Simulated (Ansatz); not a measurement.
`F[SiH](F)O[SiH3]` and `C=C[SiH](F)O[SiH3]` differ in one atom or group.

Ansatz, PBE0-D4/def2-TZVP geometries, multiplicity 1. Each molecule was computed in one conformer, which needn't be the lowest.

```json
{"property": "LUMO energy (ωB97M-V/def2-TZVPP) / eV", "`F[SiH](F)O[SiH3]`": "1.63"}
{"property": "size of the dipole moment (ωB97M-V/def2-TZVPP) / D", "`F[SiH](F)O[SiH3]`": "1.45"}
{"property": "zero-point energy (PBE0-D4/def2-TZVP) / kJ/mol", "`F[SiH](F)O[SiH3]`": "119.1"}
{"property": "HOMO energy (PBE/def2-TZVPP) / eV", "`F[SiH](F)O[SiH3]`": "-8.02"}
{"property": "HOMO–LUMO gap (B3LYP/def2-TZVPP) / eV", "`F[SiH](F)O[SiH3]`": "8.98"}
{"property": "HOMO energy (ωB97M-V/def2-TZVPP) / eV", "`F[SiH](F)O[SiH3]`": "-11.78"}
```

Problem. Give the same properties after the change, and the shifts. (Best estimate.)

Solution. Ansatz gave: 
| property | `C=C[SiH](F)O[SiH3]` | shift |
| --- | --- | --- |
| LUMO energy (ωB97M-V/def2-TZVPP) / eV | 1.27 | -0.36 |
| size of the dipole moment (ωB97M-V/def2-TZVPP) / D | 1.55 | 0.10 |
| zero-point energy (PBE0-D4/def2-TZVP) / kJ/mol | 222.9 | 103.8 |
| HOMO energy (PBE/def2-TZVPP) / eV | -7.22 | 0.80 |
| HOMO–LUMO gap (B3LYP/def2-TZVPP) / eV | 7.07 | -1.91 |
| HOMO energy (ωB97M-V/def2-TZVPP) / eV | -10.62 | 1.16 |

With PBE0 the HOMO rises by 1.13 eV and the LUMO falls by 0.74 eV, so the gap narrows by about 1.87 eV. PBE moves the HOMO by 0.80 eV and ωB97M-V by 1.16 eV. The zero-point energy changes by 103.8 kJ/mol with +12 modes. Dipoles are sizes alone; their direction can turn.

B3LYP here is the variant with VWN-RPA as its local correlation; programs differ in this.
